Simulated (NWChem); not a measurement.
Species: CdHF; SMILES [F][CdH]

Program: NWChem. All runs use the structure optimised with PBE0/def2-SVP. def2 effective core potentials on Cd; no spin-orbit coupling.

For level BLYP/def2-TZVP:

```
Quantity                     Value
---------------------------  -----
highest occupied level (eV)  -7.66
orbital gap (eV)              5.92
dipole (D)                    2.49
```

Task: Estimate the same quantities for level CAM-B3LYP/def2-TZVP.

Result: 
| Property | Result |
|---|---|
| highest occupied level (eV) | -10.82 |
| orbital gap (eV) | 10.87 |
| dipole (D) | 2.64 |
